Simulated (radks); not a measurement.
Effect of the nuclear size on the platinum ion Pt3+, [Xe] 4f14 5d7. Calculated with a radial shooting solver on a logarithmic mesh with Libxc functionals: Dirac Kohn-Sham, relativistic LDA (MacDonald-Vosko exchange, VWN5 correlation), spin-unpolarised, spherical densities, finite nucleus; open shells are shared between the two j in proportion to 2j + 1; Fermi nuclear charge, rms radius 5.427 fm. The rms radius is varied about that value; shifts are against it.

| rms radius (fm) | total energy shift (eV) | density at nucleus (e/bohr^3) | 1s1/2 shift (meV) | 2s1/2 shift (meV) | 5s1/2 shift (meV) | 5p1/2 shift (meV) | 5d5/2 shift (meV) | 6s1/2 (empty) shift (meV) | 6p1/2 (empty) shift (meV) |
|---|---|---|---|---|---|---|---|---|---|
| 4.461 | -28.5 | 2.098e+06 | -11400 | -1670 | -18.7 | -0.246 | 0.271 | -2.97 | -0.119 |
| 4.8843 | -16.4 | 2.026e+06 | -6560 | -961 | -10.8 | -0.142 | 0.156 | -1.71 | -0.069 |
| 5.427 | 0 | 1.944e+06 | 0.000 | 0.000 | 0.000 | 0.000 | 0.000 | 0.000 | 0.000 |
| 5.7255 | 9.48 | 1.904e+06 | 3790 | 554 | 6.23 | 0.083 | -0.090 | 0.987 | 0.040 |
| 6.2031 | 25.3 | 1.846e+06 | 10100 | 1480 | 16.6 | 0.222 | -0.240 | 2.63 | 0.106 |

Slopes of the eigenvalues against <r^2> in GHz/fm^2, as finite differences over the two radii next to the reference (eigenvalue slopes, not the field-shift constants of lines): 1s1/2 280000, 2s1/2 41000, 5s1/2 461, 5p1/2 6.10, 5d5/2 -6.67, 6s1/2 (empty) 73.1, 6p1/2 (empty) 2.93.
